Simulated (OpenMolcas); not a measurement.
**Ge²⁺: input and output**

Input:

```
&GATEWAY
Coord
1

Ge 0.0 0.0 0.0
Basis=ANO-RCC-VTZP
Group=XYZ
NoMove
AngMom=0.0 0.0 0.0
AMFI
&SEWARD
&RASSCF
FileOrb=start.orb
Symmetry=1
Spin=3
nActEl=2 0 0
Inactive=8 6
Ras2=1 3
CIRoot=3 3 1
SDav=3
CIMx=300
Iter=120 100
PrWF=0.3
OrbListing=Nothing
MaxOrb=0
Atom
>>> COPY $Project.JobIph JOB001
&RASSCF
FileOrb=start.orb
Symmetry=1
Spin=1
nActEl=2 0 0
Inactive=8 6
Ras2=1 3
CIRoot=7 7 1
SDav=7
CIMx=300
Iter=120 100
PrWF=0.3
OrbListing=Nothing
MaxOrb=0
Atom
>>> COPY $Project.JobIph JOB002
&RASSCF
FileOrb=start.orb
Symmetry=2
Spin=3
nActEl=2 0 0
Inactive=8 6
Ras2=1 3
CIRoot=3 3 1
SDav=3
CIMx=300
Iter=120 100
PrWF=0.3
OrbListing=Nothing
MaxOrb=0
Atom
>>> COPY $Project.JobIph JOB003
&RASSCF
FileOrb=start.orb
Symmetry=2
Spin=1
nActEl=2 0 0
Inactive=8 6
Ras2=1 3
CIRoot=3 3 1
SDav=3
CIMx=300
Iter=120 100
PrWF=0.3
OrbListing=Nothing
MaxOrb=0
Atom
>>> COPY $Project.JobIph JOB004
&RASSI
NrOfJobIphs=4 3 7 3 3
1 2 3
1 2 3 4 5 6 7
1 2 3
1 2 3
IphNames
JOB001
JOB002
JOB003
JOB004
EJob
SpinOrbit
DIPRint=1.0
SOCoupling=1000.0
Subsets=2
MEES
Property=10
'ANGMOM' 1 'ANGMOM' 2 'ANGMOM' 3 'MLTPL  1' 1 'MLTPL  1' 2 'MLTPL  1' 3
'AMFI' 1 'AMFI' 2 'AMFI' 3 'MLTPL  2' 6
SOProperty=3
'ANGMOM' 1 'ANGMOM' 2 'ANGMOM' 3
```

A driver script runs the steps one by one and writes start.orb anew before each from the orbitals found so far.

Output, cut to the results:

```
--- SEWARD ---
Basis set label: GE.ANO-RCC...6S5P3D1F.

      Electronic valence basis set:
      ------------------
      Associated Effective Charge  32.000000 au
      Associated Actual Charge     32.000000 au
      Nuclear Model: Point charge

      Shell  nPrim  nBasis  Cartesian Spherical Contaminant
         s      20       6        X
         p      17       5        X
         d      11       3                 X
         f       5       1                 X
                  Relativistic Douglas-Kroll-Hess integrals:
                    - DKH order of Hamiltonian: 2
                    - DKH order of Properties : 0
                  Atomic mean-field integrals
--- RASSCF ---
Wave function specifications:
      -----------------------------

      Number of closed shell electrons          28
      Number of electrons in active shells       2
      Max number of holes in RAS1 space          0
      Max nr of electrons in RAS3 space          0
      Number of inactive orbitals               14
      Number of active orbitals                  4
      Number of secondary orbitals              25
      Spin quantum number                      1.0
      State symmetry                             1
Orbital specifications:
      -----------------------

      Symmetry species                           1   2
                                                ag  au
      Frozen orbitals                            0   0
      Inactive orbitals                          8   6
      Active orbitals                            1   3
      RAS1 orbitals                              0   0
      RAS2 orbitals                              1   3
      RAS3 orbitals                              0   0
      Secondary orbitals                        12  13
      Deleted orbitals                           0   0
      Number of basis functions                 21  22
      Number of CSFs                             3
      Number of root(s) required                 3
      Iter CI   SX   CI       RASSCF       Energy    max ROT     max BLB   max BLB  Level Ln srch  Step   QN
          iter iter root      energy       change     param      element    value   shift minimum  type update
 Nr of preliminary CI iterations:   1
 ###############################################################################
 ###############################################################################
 ###                                                                         ###
 ###                                                                         ###
 ###    WARNING: Problems in orbital optimization.                           ###
 ###                                                                         ###
 ###                                                                         ###
 ###############################################################################
 ###############################################################################
  Warning: In symmetry  1, orbital p=   9 has diagonal density matrix element D(p,p) close to zero. D(p,p)=  0.000000E+00
      Total energies have been shifted. Add                -2000.00 au
        ...
 ###############################################################################
 ###############################################################################
  Warning: In symmetry  1, orbital p=   9 has diagonal density matrix element D(p,p) close to zero. D(p,p)=  0.000000E+00
        4   1    2    0   -95.53170094    0.00E+00  -3.61E-08    7  15 1 -1.89E-07   0.50   0.00    SX    NO
      Convergence after  4 iterations
        5   1    2    0   -95.53170094    9.09E-13  -3.61E-08    7  20 1 -1.09E-07   0.50   0.00    SX    NO
      Natural orbitals and occupation numbers for root  1
      sym 1:   0.000000
      sym 2:   1.000000   0.000000   1.000000
      Natural orbitals and occupation numbers for root  2
      sym 1:   0.000000
      sym 2:   1.000000   1.000000   0.000000
      Natural orbitals and occupation numbers for root  3
      sym 1:   0.000000
      sym 2:   0.000000   1.000000   1.000000
::    RASSCF root number  1 Total energy:  -2095.53170094
::    RASSCF root number  2 Total energy:  -2095.53170094
::    RASSCF root number  3 Total energy:  -2095.53170094
--- RASSCF ---
Wave function specifications:
      -----------------------------

      Number of closed shell electrons          28
      Number of electrons in active shells       2
...
--- RASSI ---
SPIN-FREE ENERGIES:
  (Shifted by EMIN (a.u.) =      -2096.1954573611)

 SF State       Relative EMIN(au)   Rel lowest level(eV)    D:o, cm**(-1)      L_eff

     4             0.0000000000        0.0000000000              0.0000         0.0
    11             0.2708542479        7.3703195573          59445.6362         1.0
    12             0.2708542479        7.3703195573          59445.6362         1.0
    13             0.2708542479        7.3703195573          59445.6362         1.0
    14             0.4486805166       12.2092188380          98473.9910         1.0
    15             0.4486805166       12.2092188380          98473.9910         1.0
    16             0.4486805166       12.2092188380          98473.9910         1.0
     2             0.6637564213       18.0617323538         145677.6959         1.0
     3             0.6637564213       18.0617323538         145677.6959         1.0
     1             0.6637564213       18.0617323538         145677.6959         1.0
     8             0.7127440722       19.3947542434         156429.2425         2.0
     9             0.7127440722       19.3947542434         156429.2425         2.0
     5             0.7127440722       19.3947542434         156429.2425         2.0
     6             0.7127440722       19.3947542434         156429.2425         2.0
     7             0.7127440722       19.3947542434         156429.2425         2.0
    10             0.8171839609       22.2367083934         179351.1486         0.0
     Dipole printing threshold changed to   1.00000000E+00

++ Dipole transition strengths (spin-free states):
   -----------------------------------------------
     for osc. strength at least  1.00000000E+00

  ( Max oscillator strength is only   0.66965514148380834      )
--
Eigenvalues of complex Hamiltonian:
   -----------------------------------
  (Shifted by EMIN (a.u.) =      -2096.1954573611)

...
```

Levels above the lowest, from the spin-orbit matrix, grouped by J:

```json
{"Configuration": "4s2", "Term": "1S", "J": "0", "E (cm-1)": "0.0", "Measured (cm-1)": "0.0", "g": "", "Term weight %": "100"}
{"Configuration": "4s 4p", "Term": "3P*", "J": "0", "E (cm-1)": "58094", "Measured (cm-1)": "61734", "g": "", "Term weight %": "100"}
{"Configuration": "4s 4p", "Term": "3P*", "J": "1", "E (cm-1)": "58753", "Measured (cm-1)": "62500", "g": "1.501", "Term weight %": "100"}
{"Configuration": "4s 4p", "Term": "3P*", "J": "2", "E (cm-1)": "60123", "Measured (cm-1)": "64144", "g": "1.501", "Term weight %": "100"}
{"Configuration": "4s 4p", "Term": "1P*", "J": "1", "E (cm-1)": "98492", "Measured (cm-1)": "91873", "g": "1.000", "Term weight %": "100"}
{"Configuration": "4p2", "Term": "3P", "J": "0", "E (cm-1)": "144281", "Measured (cm-1)": "147685", "g": "", "Term weight %": "100"}
{"Configuration": "4p2", "Term": "3P", "J": "1", "E (cm-1)": "145026", "Measured (cm-1)": "148640", "g": "1.501", "Term weight %": "100"}
{"Configuration": "4p2", "Term": "3P", "J": "2", "E (cm-1)": "146248", "Measured (cm-1)": "150372", "g": "1.497", "Term weight %": "99"}
{"Configuration": "4p2", "Term": "1D", "J": "2", "E (cm-1)": "156513", "Measured (cm-1)": "144975", "g": "1.004", "Term weight %": "99"}
{"Configuration": "4p2", "Term": "1S", "J": "0", "E (cm-1)": "179445", "Measured (cm-1)": "174114", "g": "", "Term weight %": "100"}
```

Against the 9 measured excited levels shown (Sugar and Musgrove, J. Phys. Chem. Ref. Data 22, 1213 (1993)) the mean absolute deviation is 5100 cm-1; the largest miss in energy is 4p2 1D2: computed 156513, measured 144975 cm-1 (+8.0 %). Levels of one J stand in another order than measured, so their pairing by name is doubtful.

The ¹D term of p² mixes with s d, which this space lacks. Measured partners are found by configuration, term and J. A level has none where our copy of the source lacks it or the pairing is in doubt (some pairs that miss far off the trend of their configuration count as doubtful), and it then counts in no deviation. Only configurations of the active space appear.

The term weight is that of the spin-free term in the level, not the purity of its configuration. * marks odd parity.
